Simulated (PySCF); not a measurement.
A calculated (UHF, PySCF 2.14, def2-SVP, no relativity, point nucleus) atom or ion has these occupied shells.

```
shell  electrons  orbital energy (eV)  rms radius, mean of both spins (bohr)
 1s α          1              -4994.4                                 0.0813
 1s β          1              -4994.3                                 0.0813
 2s α          1              -590.79                                  0.353
 2s β          1              -589.73                                  0.353
 2p α          3              -492.10                                  0.321
 2p β          3              -491.12                                  0.321
 3s α          1              -87.345                                   1.09
 3s β          1              -83.527                                   1.09
 3p α          3              -58.421                                   1.19
 3p β          3              -53.962                                   1.19
 3d α          2              -19.529                                   1.61
 4s α          1              -12.863                                   3.59
```

Name the element and its charge.

Ti⁺ (titanium, charge +1), in [Ar] 3d2 4s1, high-spin 4F determinant.
